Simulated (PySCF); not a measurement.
**Se: ionisation energy**

Se [Ar] 3d10 4s2 4p4 (3P) → Se+ [Ar] 3d10 4s2 4p3 (4S), as a difference of total energies. All numbers are calculated (PySCF 2.14, scalar relativity by spin-free X2C-1e, in x2c-TZVPall). Correlated levels: valence: [Ar] 3d10 frozen. The calculations carry no spin-orbit coupling.

```tsv
method	ionisation energy (eV)
UHF	8.543
TPSS	9.641
M06-2X	9.555
MP2 (valence)	9.217
SCS-MP2 (valence)	9.282
CCSD (valence)	9.329
CCSD(T) (valence)	9.358
```

Errors of the correlated levels include the incompleteness of this basis and the frozen core.

Which method comes closest to the reference value, and which is furthest?

The reference is 9.635 eV (measured; NIST levels, between the centres of gravity of the two terms). Closest: TPSS (error 0.006 eV); furthest: UHF (error -1.092 eV).
